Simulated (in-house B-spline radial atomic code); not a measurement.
# Ionising Tb LXIII (Tb62+) with different functionals

Computed with a B-spline radial code for spherical atoms: scalar-relativistic (spin-free X2C) Hamiltonian, Fermi nucleus of rms radius 5.06 fm, spin-polarised at highest spin, spherical fractional occupations for the functionals. The ionisation energy is the difference of two self-consistent energies, [He] 2s1 → 1s2, without Breit or QED terms; ε is the level of the shell that loses the electron (its least bound occupied spin orbital). There is no spin-orbit coupling in this Hamiltonian.

| method | rung | ΔSCF (eV) | -ε(2s) (eV) |
| --- | --- | --- | --- |
| OLYP | GGA | 14742.3 | 14634.9 |
| BLYP | GGA | 14744.4 | 14633.9 |
| PBE | GGA | 14744.2 | 14632.4 |
| revTPSS | meta-GGA | 14740.9 | 14637.6 |
| SCAN | meta-GGA | 14735.0 | 14639.9 |
| CAM-B3LYP | range-separated hybrid | 14742.9 | 14656.0 |

**Question.** Among the functionals, which spreads more, the ΔSCF values or the orbital energies?

**Answer.** The orbital energies: ΔSCF values span about 9.4 eV and the orbital energies 23.6 eV.

**Question.** How do they compare with the NIST value?

**Answer.** NIST lists 14721.0 eV ± 0.1 (tabulated theory, ground level to ground level). Errors run from +14.0 to +23.4 eV. The correlated functionals all miss on the same side by more than they spread, so the cause is common to them (Breit-QED terms, or a listed next ion that isn't the cheapest removal here) and closeness doesn't rank the functionals.
